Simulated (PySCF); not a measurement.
Relaxation of doublet Pb₃N

All numbers come from UB3LYP in PySCF with N def2-SVP, Pb def2-SVP with ECP60; scalar-relativistic core potentials, no spin–orbit coupling; density-fitted integrals. A (50,194) grid was used.

A hand-made T-shaped start, of C2v symmetry, held to at least that symmetry:

```xyz
4
charge 0 multiplicity 2, angstrom
N     0.0000    0.0000   -0.7498
Pb    0.0000    0.0000    1.4002
Pb    2.1487    0.0000   -0.6748
Pb   -2.1487    0.0000   -0.6748
```

Optimiser trace:
```json
{"step": "0", "E − E(last) (kJ/mol)": "22.02", "largest gradient (Eh/bohr)": "0.05049"}
{"step": "1", "E − E(last) (kJ/mol)": "5.19", "largest gradient (Eh/bohr)": "0.02045"}
{"step": "2", "E − E(last) (kJ/mol)": "0.95", "largest gradient (Eh/bohr)": "0.00557"}
{"step": "3", "E − E(last) (kJ/mol)": "0.27", "largest gradient (Eh/bohr)": "0.00195"}
{"step": "4", "E − E(last) (kJ/mol)": "0.09", "largest gradient (Eh/bohr)": "0.00196"}
{"step": "5", "E − E(last) (kJ/mol)": "0.02", "largest gradient (Eh/bohr)": "0.00110"}
{"step": "6", "E − E(last) (kJ/mol)": "0.00", "largest gradient (Eh/bohr)": "0.00032"}
{"step": "7", "E − E(last) (kJ/mol)": "0.00", "largest gradient (Eh/bohr)": "0.00011"}
```

It ends at C2v with N–Pb 2.173 Å (×2), N–Pb 2.299 Å, Pb–Pb 3.154 Å (×2); N–Pb–Pb 43.5° (×2), N–Pb–Pb 46.8° (×2), Pb–N–Pb 89.7° (×2), Pb–N–Pb 179.3°, Pb–Pb–Pb 87.1° (after a last refinement on a finer grid). A frequency run shows a minimum. Other isomers or separated fragments may lie lower.

No spin–orbit coupling is included, which matters more the heavier the element.
